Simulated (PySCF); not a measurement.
# Pauling's electronegativity from computed bond energies: partners of Cl

PBE0 in PySCF with def2-TZVP on every atom, for the lowest determinant that a PBE0 search found; no spin–orbit coupling. De of Cl2 is 2.57 eV.

| B | De(B₂) (eV) | De(ClB) (eV) |
| --- | --- | --- |
| Na | 0.69 | 4.03 |
| H | 4.52 | 4.52 |
| F | 1.53 | 2.62 |

Question: With Δ = De(ClB) − [De(Cl₂) + De(B₂)]/2, give Δ and the electronegativity difference √(Δ/eV).

Answer: 

```json
{"B": "Na", "Δ (eV)": "2.40", "√Δ": "1.55"}
{"B": "H", "Δ (eV)": "0.97", "√Δ": "0.99"}
{"B": "F", "Δ (eV)": "0.57", "√Δ": "0.75"}
```

The rule was made for single bonds and measured bond energies; here it is fed with computed well depths. With the arithmetic mean Δ turns negative when the two homonuclear bonds differ much, as for alkali hydrides.

Closed-shell solutions of metal pairs were not tested for spin polarisation, which can lower them a little.
